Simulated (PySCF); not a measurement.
Compound: C7H13FO.
Atom-mapped SMILES: `[CH3:1][CH2:2][O:3][CH2:4][CH2:5][C@@H:6]1[CH2:7][C@H:8]1[F:9]`

NICS is the negative of the GIAO shielding at a point without a nucleus: at the ring centre (0) and 1 Å above and below it (1); zz is the component along the ring normal. Level: GIAO PBE0/pcSseg-1 (PySCF, non-relativistic, gas phase) on the GFN2-xTB geometry, one conformer.

Ring bond lengths (Å), with Mayer bond orders in brackets: C6–C7 1.505 (0.94), C7–C8 1.494 (0.97), C8–C6 1.494 (0.93).

What do the NICS probes read (ppm)?

```csv
ring,type,NICS(0),"NICS(1), two faces","NICS(1)zz, two faces",rms pucker (Å),"centre to ring atoms, mean (Å)"
C6–C7–C8,3-membered carbocycle; formal bonds all single,-38.8,-9.7 / -6.6,-21.8 / -15.7,0.00,0.86
```

What can be read from them?

- C6–C7–C8: mean NICS(1)zz -18.7 ppm, shielded. C6, C7, C8 have four or more neighbours, so the value isn't read as a sign of a π ring current. The two faces differ by 6.1 ppm, so no symmetry operation interchanges them. NICS(0) lies 31 ppm below the mean NICS(1).

Shape of the structure used: `[CH3:1][CH2:2][O:3][CH2:4][CH2:5][C@@H:6]1[CH2:7][C@H:8]1[F:9]`: C1–C2–O3–C4 -179°, C2–O3–C4–C5 -177°, O3–C4–C5–C6 68°, C4–C5–C6–C7 159°.
